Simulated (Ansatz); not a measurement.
Ansatz (an electronic-structure program) input (HF/6-31G*):

Ansatz 0.2 input:
```yaml
crystal:
  periodic: [false, false, false]
  atoms:
    - {symbol: N, position_ang: [-2.18613200, 1.00830500, -0.18368700]}
    - {symbol: Si, position_ang: [-1.17016100, -0.28430800, -0.27200400]}
    - {symbol: N, position_ang: [0.33691700, 0.10221700, 0.60266400]}
    - {symbol: Si, position_ang: [1.93087200, -0.16389700, 0.09072700]}
    - {symbol: H, position_ang: [-3.17908500, 0.80065100, -0.18421200]}
    - {symbol: H, position_ang: [-0.54513600, -0.72950300, -1.59490800]}
    - {symbol: H, position_ang: [-1.64644800, -1.62570300, 0.26956300]}
    - {symbol: H, position_ang: [0.17716900, 0.83755700, 1.27855400]}
    - {symbol: H, position_ang: [2.22900000, -1.60515100, -0.15032500]}
    - {symbol: H, position_ang: [2.88903300, 0.29272700, 1.14688900]}
    - {symbol: H, position_ang: [2.37001800, 0.53063900, -1.16052600]}
basis:
  gaussian:
    orbitals: 6-31G*
hamiltonian:
  xc: {name: HF}
total_charge: -1
relax: {f_tol: 0.003, max_steps: 120}
```

From the output:

```
relax step   7: F+E_penalty+E_count = -18798.16723969 eV  Δ(F+E_penalty+E_count) = -3.061e-4 eV  max|allowed force component| = 1.660e-2 eV/Å  Δτ_max = 0.0189 Å  (35 SCF iters, accepted)
these checks for a lower state are left out or cut short: starts, cluster_reference, orbital_swaps, neighbouring_geometries, increment
integrals: 0.03 GiB planned
907 factors; integrals over basis functions are off by at most 7.0e-4 eV
mean field: 0.22 GiB planned
mean field -18798.16735290 eV, -690.8199083638 hartree, gradient 2.1e-5 eV, S^2 0.000000; 0 other end points of the search recorded, 0 dependent functions left out
the calculation of the forces begins
reference -18798.16735290 eV, -690.8199083638 hartree; 25, 25 occupied and 57, 57 virtual orbitals, 907 factors
relax step   8: F+E_penalty+E_count = -18798.16735290 eV  Δ(F+E_penalty+E_count) = -1.132e-4 eV  max|allowed force component| = 2.104e-2 eV/Å  Δτ_max = 0.0167 Å  (26 SCF iters, accepted)
these checks for a lower state are left out or cut short: starts, cluster_reference, orbital_swaps, neighbouring_geometries, increment
integrals: 0.03 GiB planned
907 factors; integrals over basis functions are off by at most 7.0e-4 eV
mean field: 0.22 GiB planned
mean field evaluation 64: about -18798.1674 eV, gradient 1.7e-5 eV
mean field -18798.16738779 eV, -690.8199096456 hartree, gradient 1.9e-5 eV, S^2 0.000000; 0 other end points of the search recorded, 0 dependent functions left out
the calculation of the forces begins
reference -18798.16738779 eV, -690.8199096456 hartree; 25, 25 occupied and 57, 57 virtual orbitals, 907 factors
relax step   9: F+E_penalty+E_count = -18798.16738779 eV  Δ(F+E_penalty+E_count) = -3.488e-5 eV  max|allowed force component| = 1.552e-2 eV/Å  Δτ_max = 0.0180 Å  (26 SCF iters, accepted)
these checks for a lower state are left out or cut short: starts, cluster_reference, orbital_swaps, neighbouring_geometries, increment
integrals: 0.03 GiB planned
907 factors; integrals over basis functions are off by at most 7.0e-4 eV
mean field: 0.22 GiB planned
mean field -18798.16744341 eV, -690.8199116898 hartree, gradient 1.1e-5 eV, S^2 0.000000; 0 other end points of the search recorded, 0 dependent functions left out
the calculation of the forces begins
reference -18798.16744341 eV, -690.8199116898 hartree; 25, 25 occupied and 57, 57 virtual orbitals, 907 factors
relax step  10: F+E_penalty+E_count = -18798.16744341 eV  Δ(F+E_penalty+E_count) = -5.562e-5 eV  max|allowed force component| = 9.407e-3 eV/Å  Δτ_max = 0.0079 Å  (27 SCF iters, accepted)
these checks for a lower state are left out or cut short: starts, cluster_reference, orbital_swaps, neighbouring_geometries, increment
integrals: 0.03 GiB planned
907 factors; integrals over basis functions are off by at most 7.0e-4 eV
mean field: 0.22 GiB planned
mean field -18798.16746567 eV, -690.8199125080 hartree, gradient 1.2e-5 eV, S^2 0.000000; 0 other end points of the search recorded, 0 dependent functions left out
the calculation of the forces begins
reference -18798.16746567 eV, -690.8199125080 hartree; 25, 25 occupied and 57, 57 virtual orbitals, 907 factors
relax step  11: F+E_penalty+E_count = -18798.16746567 eV  Δ(F+E_penalty+E_count) = -2.226e-5 eV  max|allowed force component| = 7.193e-3 eV/Å  Δτ_max = 0.0085 Å  (26 SCF iters, accepted)
these checks for a lower state are left out or cut short: starts, cluster_reference, orbital_swaps, neighbouring_geometries, increment
integrals: 0.03 GiB planned
907 factors; integrals over basis functions are off by at most 7.0e-4 eV
mean field: 0.22 GiB planned
mean field -18798.16747584 eV, -690.8199128817 hartree, gradient 1.6e-5 eV, S^2 0.000000; 0 other end points of the search recorded, 0 dependent functions left out
the calculation of the forces begins
reference -18798.16747584 eV, -690.8199128817 hartree; 25, 25 occupied and 57, 57 virtual orbitals, 907 factors
relax step  12: F+E_penalty+E_count = -18798.16747584 eV  Δ(F+E_penalty+E_count) = -1.017e-5 eV  max|allowed force component| = 3.973e-3 eV/Å  Δτ_max = 0.0035 Å  (25 SCF iters, accepted)
these checks for a lower state are left out or cut short: starts, cluster_reference, orbital_swaps, neighbouring_geometries, increment
integrals: 0.03 GiB planned
907 factors; integrals over basis functions are off by at most 7.0e-4 eV
mean field: 0.22 GiB planned
mean field -18798.16747875 eV, -690.8199129884 hartree, gradient 1.4e-5 eV, S^2 0.000000; 0 other end points of the search recorded, 0 dependent functions left out
the calculation of the forces begins
reference -18798.16747875 eV, -690.8199129884 hartree; 25, 25 occupied and 57, 57 virtual orbitals, 907 factors
relax step  13: F+E_penalty+E_count = -18798.16747875 eV  Δ(F+E_penalty+E_count) = -2.901e-6 eV  max|allowed force component| = 2.755e-3 eV/Å  Δτ_max = 0.0030 Å  (25 SCF iters, accepted)
integrals: 0.03 GiB planned
907 factors; integrals over basis functions are off by at most 7.0e-4 eV
mean field: 0.22 GiB planned
mean field evaluation 96: about -18798.1616 eV, gradient 6.8e-1 eV
mean field -18798.16747875 eV, -690.8199129884 hartree, gradient 1.4e-5 eV, S^2 0.000000; 1 other end points of the search recorded, 0 dependent functions left out
the calculation of the forces begins
reference -18798.16747875 eV, -690.8199129884 hartree; 25, 25 occupied and 57, 57 virtual orbitals, 907 factors
Total energy: -18798.16747875 eV, -690.8199129884 hartree
Atom 0 at    -2.212252     0.978463    -0.120322 Å, force    -0.001500     0.002755     0.000427 eV/Å
Atom 1 at    -1.181780    -0.284463    -0.255555 Å, force    -0.000905    -0.002376    -0.000661 eV/Å
Atom 2 at     0.347538     0.133329     0.569638 Å, force    -0.000181    -0.001509    -0.001658 eV/Å
Atom 3 at     1.944873    -0.160422     0.093071 Å, force    -0.000820     0.000828    -0.000516 eV/Å
Atom 4 at    -3.191527     0.791699    -0.245711 Å, force     0.000853    -0.000923    -0.000048 eV/Å
Atom 5 at    -0.628189    -0.745525    -1.599298 Å, force     0.000331     0.000437     0.000086 eV/Å
Atom 6 at    -1.612377    -1.631981     0.306184 Å, force     0.000450     0.000353     0.000326 eV/Å
Atom 7 at     0.192151     0.884452     1.213395 Å, force     0.001600     0.000498     0.000457 eV/Å
Atom 8 at     2.208363    -1.594616    -0.190443 Å, force     0.000059    -0.000193     0.000566 eV/Å
Atom 9 at     2.889107     0.230603     1.182489 Å, force     0.000270    -0.000003     0.000887 eV/Å
Atom 10 at     2.450140     0.561995    -1.110714 Å, force    -0.000156     0.000134     0.000134 eV/Å
Dipole moment:     0.929882    -0.268726     0.218999 e Å
```

The dipole moment of an ion depends on the origin.

The geometry given is a B3LYP-D3(BJ)/def2-TZVP minimum.
